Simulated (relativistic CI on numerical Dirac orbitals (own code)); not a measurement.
## One change at a time: Au⁺

Base calculation: Dirac-Coulomb-Breit CI, orbitals from a KLI potential per configuration, model QED (radiative potential, 1s self-energy scaled to tabulated hydrogen-like ionisation energies), valence Slater integrals scaled by 0.85, P86 correlation energy added to each configuration.

Configuration list (outside the closed core [Xe] 4f14): 5d10, 5d9 6s, 5d8 6s2, 5d9 6p, 5d9 7s, 5d9 6d, 5d9 7p, 5d8 6s 6p, 5d9 8s, 5d9 5f, 5d9 7d, 5d9 8p, 5d9 6f, 5d9 5g, 5d9 8d, 5d9 7f, 5d8 6s 7s, 5d8 6p2. Levels of other configurations are missing.

Variants: (1) valence Slater integrals scaled by 0.75; (2) self-excluded LDA correlation estimate. Shifts of the energy above 5d10 1S_0, in cm⁻¹, for the lowest level and the first level of each name with at least 55 % of one term (blank where a level changes its place among those of its configuration and J or its character, or is not in the variant):

| Level | Base | Δ(1) | Δ(2) | Measured |
| --- | --- | --- | --- | --- |
| 5d10 1S_0 | 0.0 | 0.0 | 0.0 | 0.0 |
| 5d9 6s 3D_3 | 17799.2 | +92.0 | +141.2 | 15039.6 |
| 5d9 6s 3D_2 | 20527.9 | -105.4 | +148.8 | 17640.6 |
| 5d9 6s 3D_1 | 29794.1 | +24.1 | +140.8 | 27765.8 |
| 5d9 6s 1D_2 | 31978.9 | -145.8 | +157.7 | 29621.2 |
| 5d8 6s2 3F_4 | 46433.9 | +1089.2 | +397.7 | 40478.8 |
| 5d8 6s2 3F_3 | 57433.8 | +1120.5 | +397.2 | 52176.5 |
| 5d9 6p 3P°_2 | 64013.2 | +697.5 | +546.7 | 63053.3 |
| 5d8 6s2 3P_0 | 65789.8 | -751.3 | +396.6 | 58550.2 |
| 5d8 6s2 3P_1 | 68811.4 | -215.5 | +397.4 | 61749.4 |
| 5d8 6s2 1G_4 | 71264.8 | -583.8 | +395.2 |  |
| 5d9 6p 3F°_4 | 72287.9 | +87.3 | +544.7 | 72495.1 |
| 5d9 6p 3P°_1 | 73213.0 | +274.7 | +547.4 | 73403.8 |
| 5d9 6p 3D°_3 | 74904.9 | -136.9 | +545.5 | 74791.5 |
| 5d9 6p 3F°_2 | 77532.2 | +380.1 | +546.1 | 76659.7 |
| 5d9 6p 3P°_0 | 81413.9 | +383.9 | +549.1 | 82613.8 |
| 5d8 6s 6p 5D°_4 | 81463.8 | +2211.8 | +571.2 |  |
| 5d8 6s 6p 5D°_3 | 88035.3 | +1825.7 | +571.4 |  |
| 5d8 6s 6p 5G°_6 | 91242.5 | +1562.0 | +571.1 |  |
| 5d8 6s 6p 5D°_2 | 95092.3 | +1342.0 | +571.6 |  |
| 5d8 6s 6p 5D°_0 | 98995.8 | +958.9 | +571.8 |  |
| 5d8 6s2 1S_0 | 99420.6 | -2919.4 | +395.5 |  |

Correlation outside the listed configurations is missing or only estimated: errors of thousands of cm⁻¹ between configurations and terms are usual at this charge. Rates and lifetimes follow the computed energies and can be off by large factors. The fine structure of a lone outer electron comes out too small, for d and f at times inverted, and misplaced configurations move strength between like terms. 24 of the 31 excited levels that our extract of the measured tables holds in this range could be paired (the sources list more); they are missed by 2351 cm⁻¹ on average and 7240 at most, and levels without a partner can miss by more.

Measured levels: NIST Handbook of Basic Atomic Spectroscopic Data (Sansonetti and Martin, J. Phys. Chem. Ref. Data 34, 1559 (2005)).

Ionisation energy from the two ground configurations alone: base 19.76 eV; self-excluded LDA correlation estimate 19.99 eV. The NIST ASD value (measured) is 20.203 eV. The gap of more than 2 % comes from missing correlation.

LS names give the leading component of a level, which can be under half, so a name can repeat, a term be missing and a line seem to break the LS rules.
